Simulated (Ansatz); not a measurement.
Ansatz (a program for electronic structure) input:

Ansatz 0.2 input:
```yaml
crystal:
  periodic: [false, false, false]
  atoms:
    - {symbol: C, position_ang: [2.03097497, -0.02281047, -0.25074484]}
    - {symbol: C, position_ang: [0.81218079, -0.11676973, 0.63125069]}
    - {symbol: C, position_ang: [-0.57736904, -0.02011437, -0.10073065]}
    - {symbol: C, position_ang: [-1.80004701, 0.29657900, 0.74971998]}
    - {symbol: O, position_ang: [-0.64448120, -0.19639914, -1.27421933]}
    - {symbol: H, position_ang: [2.90527861, -0.09724919, 0.40195094]}
    - {symbol: H, position_ang: [2.08993151, 0.93470140, -0.76706392]}
    - {symbol: H, position_ang: [2.07940364, -0.83071988, -0.97818382]}
    - {symbol: H, position_ang: [0.70509181, -1.09211320, 1.12548431]}
    - {symbol: H, position_ang: [0.75002630, 0.66235288, 1.39508097]}
    - {symbol: H, position_ang: [-1.76639068, 1.37733539, 0.92018303]}
    - {symbol: H, position_ang: [-1.69524912, -0.22495205, 1.70032762]}
    - {symbol: H, position_ang: [-2.70668083, 0.02053110, 0.21900459]}
basis:
  gaussian:
    orbitals: aug-cc-pVDZ
total_charge: 1
magnetization: {spin_polarized: true, initial_magnetization: 1}
correlation: {method: ccsd_t, electrons: outside_noble_gas}
output: {forces: true}
```

Predict the final energy.

-231.53806 Eh (CCSD(T)/aug-cc-pVDZ). The basis has 187 functions.
